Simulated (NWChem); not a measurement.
The numbers come from NWChem runs, not from measurements. System: BeCl$_{2}$, charge 1, spin multiplicity 2, at the geometry of a parent with another charge or spin, in a state set for the comparison that need not be this species' ground state. Its SCF solution wasn't tested for a lower state. Level: UMP2/aug-pcseg-1, 11 core orbitals frozen.

Input file:

```
start mol
memory heap 200 mb stack 900 mb global 1100 mb
charge 1
geometry units angstroms nocenter noautoz
  Be     0.000000     0.000000     0.000000
  Cl     0.000000     0.000000     1.814446
  Cl     0.000000     0.000000    -1.814446
  symmetry group D2h
end
basis spherical
  * library aug-pcseg-1
end
scf
  uhf
  nopen 1
  maxiter 100
  thresh 1e-7
  semidirect memsize 60000000 filesize 0
  # guess.movecs holds the orbitals of an unrestricted PBE0 run
  vectors input guess.movecs output mol.movecs
end
mp2
  freeze core 11
end
task mp2 energy
```

Part of the output:

```
             Northwest Computational Chemistry Package (NWChem) 7.3.0
             --------------------------------------------------------

                                NWChem Input Module
                                -------------------

 Scaling coordinates for geometry "geometry" by  1.889725989
 (inverse scale =  0.529177249)

 Turning off AUTOSYM since
 SYMMETRY directive was detected!

                             Geometry "geometry" -> ""
                             -------------------------

 Output coordinates in angstroms (scale by  1.889725989 to convert to a.u.)

  No.       Tag          Charge          X              Y              Z
 ---- ---------------- ---------- -------------- -------------- --------------
    1 Be                   4.0000     0.00000000     0.00000000     0.00000000
    2 Cl                  17.0000     0.00000000     0.00000000     1.81444600
    3 Cl                  17.0000     0.00000000     0.00000000    -1.81444600

 Effective nuclear repulsion energy (a.u.)      81.8069087448

            Nuclear Dipole moment (a.u.)
            ----------------------------
        X                 Y               Z
 ---------------- ---------------- ----------------
     0.0000000000     0.0000000000     0.0000000000

      Symmetry information
      --------------------

 Group name             D2h
 Group number             26
 Group order               8
 No. of unique centers     2

      Symmetry unique atoms

     1    2


 Summary of "ao basis" -> "" (spherical)
 ------------------------------------------------------------------------------
       Tag                 Description            Shells   Functions and Types
 ---------------- ------------------------------  ------  ---------------------
 *                        aug-pcseg-1                 on all atoms

 Summary of "ao basis" -> "ao basis" (spherical)
 ------------------------------------------------------------------------------
       Tag                 Description            Shells   Functions and Types
 ---------------- ------------------------------  ------  ---------------------
 Be                       aug-pcseg-1                7       13   4s3p
 Cl                       aug-pcseg-1               11       27   5s4p2d

                                 NWChem SCF Module
                                 -----------------

  ao basis        = "ao basis"
  functions       =    67
  atoms           =     3
  alpha electrons =    19
  beta  electrons =    18
  charge          =   1.00
  wavefunction    = UHF
  use symmetry    = T
  symmetry adapt  = T

 Summary of "ao basis" -> "ao basis" (spherical)
 ------------------------------------------------------------------------------
       Tag                 Description            Shells   Functions and Types
 ---------------- ------------------------------  ------  ---------------------
 Be                       aug-pcseg-1                7       13   4s3p
 Cl                       aug-pcseg-1               11       27   5s4p2d

      Symmetry analysis of basis
      --------------------------

        ag         17
        au          2
        b1g         2
        b1u        16
        b2g         6
        b2u         9
        b3g         6
        b3u         9

 Forming initial guess at       0.0s

   Symmetry analysis of molecular orbitals - initial alpha
   -------------------------------------------------------

  Numbering of irreducible representations:

     1 ag          2 au          3 b1g         4 b1u         5 b2g
[...]
 -----------   ------   -------------------------------------------------------
    1 Be   4     1.13   1.00  0.17 -0.18  0.01  0.24 -0.11  0.01
    2 Cl  17     8.93   1.00  1.00  0.63  0.38  0.02  3.00  2.10  0.78  0.01  0.01  0.01
    3 Cl  17     8.93   1.00  1.00  0.63  0.38  0.02  3.00  2.10  0.78  0.01  0.01  0.01

   Mulliken analysis of the beta density
   -------------------------------------

    Atom       Charge   Shell Charges
 -----------   ------   -------------------------------------------------------
    1 Be   4     1.34   1.00  0.20 -0.17  0.01  0.33 -0.03  0.01
    2 Cl  17     8.33   1.00  1.00  0.61  0.38  0.02  3.00  1.58  0.69  0.01  0.01  0.02
    3 Cl  17     8.33   1.00  1.00  0.61  0.38  0.02  3.00  1.58  0.69  0.01  0.01  0.02

   Mulliken analysis of the spin density
   -------------------------------------

    Atom       Charge   Shell Charges
 -----------   ------   -------------------------------------------------------
    1 Be   4    -0.21  -0.00 -0.03 -0.01  0.00 -0.09 -0.07 -0.00
    2 Cl  17     0.60  -0.00  0.00  0.02 -0.00 -0.00  0.00  0.52  0.09 -0.00 -0.00 -0.01
    3 Cl  17     0.60  -0.00  0.00  0.02 -0.00 -0.00  0.00  0.52  0.09 -0.00 -0.00 -0.01

       Multipole analysis of the density wrt the origin
       ------------------------------------------------

     L   x y z        total         alpha         beta         nuclear
     -   - - -        -----         -----         ----         -------
     0   0 0 0      1.000000    -19.000000    -18.000000     38.000000

     1   1 0 0      0.000000      0.000000      0.000000      0.000000
     1   0 1 0     -0.000000     -0.000000      0.000000      0.000000
     1   0 0 1     -0.000000      0.000000     -0.000000      0.000000

     2   2 0 0    -19.074480    -10.348435     -8.726045      0.000000
     2   1 1 0      0.000000     -0.000000      0.000000      0.000000
     2   1 0 1     -0.000000     -0.000000     -0.000000      0.000000
     2   0 2 0    -20.434298    -10.348824    -10.085474      0.000000
     2   0 1 1     -0.000000     -0.000000      0.000000      0.000000
     2   0 0 2    -12.307825   -213.128778   -198.907151    399.728104

                   NWChem MP2 Semi-direct Energy/Gradient Module
                   ---------------------------------------------

  Basis functions       =     67
  Molecular orbitals    =     67
  Frozen core           =     11
  Frozen virtuals       =      0
  Active alpha occupied =      8
  Active beta occupied  =      7
  Active alpha virtual  =     48
  Active beta virtual   =     49
  Use MO symmetry       = T
  Use skeleton AO sym   = T

  AO/Fock/Back tols     =   1.0D-09  1.0D-09  1.0D-09

 GA uses MA = F    GA memory limited = T

 Available:
  local mem=  1.26D+08
 global mem=  1.44D+08
 local disk=  0.00D+00
  mp2_memr nvloc                    48
  nvloc new                    48
   1 passes of   8:        3145728                      18949                   2933602.
   1 passes of   8: M    126152624           G      144170222           F     123006896.

 Semi-direct pass number   1 of   1  for UHF alpha       at        0.4s
  vrange nnbf                  2241
  mp2_eaftype                    11  avail_ma_in_mb                  1099
 EAF : mp2_eaftype filesize          11    1466801.
  mp2_eaf for mointskh                     11
Node 0 wrote      6.9 Mb in      0.0 s     Agg I/O rate:  1580.2 Mb/s
 Done moints_semi at        0.9s
  mp2_eaftype                    11  avail_ma_in_mb                  1088
 EAF : mp2_eaftype filesize          11    1466801.
  mp2_eaf for kh                    11
 Done maket at        1.0s
 Done multipass loop at        1.0s

 GA uses MA = F    GA memory limited = T

 Available:
  local mem=  1.26D+08
 global mem=  1.44D+08
 local disk=  0.00D+00
  mp2_memr nvloc                    49
  nvloc new                    49
   1 passes of   7:        3145728                      17904                   2621206.
   1 passes of   7: M    126152624           G      144170222           F     123006896.

 Semi-direct pass number   1 of   1  for UHF beta        at        1.0s
  vrange nnbf                  2241
  mp2_eaftype                    10  avail_ma_in_mb                  1099
 EAF : mp2_eaftype filesize          10    1310603.
  mp2_eaf for mointskh                     10
Node 0 wrote      6.1 Mb in      0.0 s     Agg I/O rate:  2145.8 Mb/s
 Done moints_semi at        1.5s
  mp2_eaftype                    10  avail_ma_in_mb                  1089
 EAF : mp2_eaftype filesize          10    1310603.
  mp2_eaf for kh                    10
 Done maket at        1.6s
 Done multipass loop at        1.6s

          -------------------------------------------
          SCF energy                -933.280982302482
          Correlation energy          -0.289099931201
          Singlet pairs                0.000000000000
          Triplet pairs                0.000000000000
          Total MP2 energy          -933.570082233682
          -------------------------------------------

          ---------------------------------------------------
                    Spin Component Scaled (SCS) MP2
          Same spin pairs                     -0.079913229430
          Same spin scaling factor             0.333333333333
          Opposite spin pairs                 -0.209186701771
          Opposite spin scaling fact.          1.200000000000
          SCS-MP2 correlation energy          -0.277661785269
          Total SCS-MP2 energy              -933.558644087750
          ---------------------------------------------------

 -----------------------
 Performance information
 -----------------------

 Timer overhead =  9.60D-08 seconds/call

               Nr. of calls         CPU time (s)                 Wall time (s)                GFlops
             ---------------    -------------------     ------------------------------   -------------------
Name         Min   Avg   Max    Min     Avg     Max     Min     Avg     Max   Mx/calls   Min     Max     Sum
mp2: moin     2     2     2    1.1     1.1     1.1      1.1     1.1     1.1    0.57      0.0     0.0     0.0
mp2: make     2     2     2   4.14E-2 4.14E-2 4.14E-2  4.14E-2 4.14E-2 4.14E-2 2.07E-2   0.0     0.0     0.0
mp2: tota     1     1     1    1.2     1.2     1.2      1.2     1.2     1.2     1.2      0.0     0.0     0.0

 The average no. of pstat calls per process was 5.00D+00
 with a timing overhead of 4.80D-07s

 Task  times  cpu:        1.5s     wall:        1.5s

 Total times  cpu:        1.6s     wall:        1.6s
```
